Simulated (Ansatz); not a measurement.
TiBr2Cl2⁻, relaxed as a doublet with UKS PBE-D4/def2-SVPD in Ansatz, starting from the PBE-D4/def2-SVP geometry of the neutral singlet. Force threshold 0.02 eV/Å.

Start:

Cartesian coordinates in Å:
```
Ti 0.021 0.013 0.031
Br -2.234 0.449 -0.345
Br 0.838 -1.316 -1.696
Cl 0.253 -1.030 1.921
Cl 1.121 1.884 0.088
```

| step | energy (eV) | largest force component (eV/Å) | SCF passes |
| --- | --- | --- | --- |
| 1 | -188198.9867 | 1.554 | 63 |
| 2 | -188199.3473 | 0.202 | 31 |
| 3 | -188199.3540 | 0.054 | 25 |
| 4 | -188199.3545 | 0.004 | 25 |

Force components are those of the run's own axes.

End:

```xyz
5

Ti    0.034    0.021    0.050
Br   -2.326    0.532   -0.364
Br    0.892   -1.424   -1.733
Cl    0.281   -1.163    1.989
Cl    1.119    2.033    0.057
```

By distances, no bond broke or formed. The bond that changes most is Ti1–Br2, from 2.33 to 2.45 Å (atoms count from 1).

No frequencies were taken in this run, so the end may be a saddle point.

Hardware: 2 threads of AMD EPYC 7R13 on a shared host. Wall time 24 s.
